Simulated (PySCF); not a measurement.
## Radial density of Yb (ytterbium, neutral)

r2SCAN, [Xe] 4f14 5d2, high-spin 3F determinant (an excited configuration). Calculation: PySCF 2.14, in x2c-TZVPall (11s7p7d4f1g, 104 functions); the spin-free X2C one-electron Hamiltonian (Gaussian nucleus).

```json
{"r (bohr)": "0.0143", "4πr²ρ (e/bohr)": "96.06", "4πr²(ρα − ρβ)": "-0.0006"}
{"r (bohr)": "0.0241", "4πr²ρ (e/bohr)": "83.36", "4πr²(ρα − ρβ)": "-0.0014"}
{"r (bohr)": "0.0405", "4πr²ρ (e/bohr)": "104.6", "4πr²(ρα − ρβ)": "-0.0016"}
{"r (bohr)": "0.0682", "4πr²ρ (e/bohr)": "124.0", "4πr²(ρα − ρβ)": "0.0076"}
{"r (bohr)": "0.115", "4πr²ρ (e/bohr)": "96.32", "4πr²(ρα − ρβ)": "0.0172"}
{"r (bohr)": "0.193", "4πr²ρ (e/bohr)": "108.7", "4πr²(ρα − ρβ)": "-0.0286"}
{"r (bohr)": "0.324", "4πr²ρ (e/bohr)": "54.08", "4πr²(ρα − ρβ)": "-0.0947"}
{"r (bohr)": "0.546", "4πr²ρ (e/bohr)": "58.86", "4πr²(ρα − ρβ)": "-0.1230"}
{"r (bohr)": "0.918", "4πr²ρ (e/bohr)": "19.62", "4πr²(ρα − ρβ)": "-0.0333"}
{"r (bohr)": "1.54", "4πr²ρ (e/bohr)": "7.905", "4πr²(ρα − ρβ)": "0.3551"}
{"r (bohr)": "2.60", "4πr²ρ (e/bohr)": "1.213", "4πr²(ρα − ρβ)": "0.4664"}
{"r (bohr)": "4.37", "4πr²ρ (e/bohr)": "0.3399", "4πr²(ρα − ρβ)": "0.3353"}
{"r (bohr)": "7.35", "4πr²ρ (e/bohr)": "0.1033", "4πr²(ρα − ρβ)": "0.1032"}
{"r (bohr)": "12.4", "4πr²ρ (e/bohr)": "0.002366", "4πr²(ρα − ρβ)": "0.0024"}
```

Densities and radii are taken from the X2C orbitals without a picture-change correction, which distorts them close to the nucleus.

⟨L²⟩ = 13.28 against 12 for a pure F term, so this real determinant mixes terms. Spin-orbit coupling, absent here, splits the open shell strongly. ⟨S²⟩ = 2.07 against 2.00 shows spin contamination.

Q: Where is the radial spin density 4πr²(ρα − ρβ) most negative, and why is it negative at all?

A: Around r = 0.546 bohr, down to -0.1230 e/bohr: exchange with the open shell polarises the paired shells in an unrestricted calculation.
